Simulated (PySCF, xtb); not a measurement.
Se(H)(OH) (H2OSe), SMILES O[SeH].

xtb with GFN2-xTB at its own geometry gives an orbital gap of 3.67 eV and a dipole moment of 1.81 D.

Geometry: B3LYP-D3(BJ)/def2-TZVP.

Q: What does M06-2X/def2-TZVPD (PySCF) give? (The exact figures need the calculation; the answer reports its results.)

A: gap 7.40 eV (levels -8.15 and -0.75 eV), dipole 1.55 D.
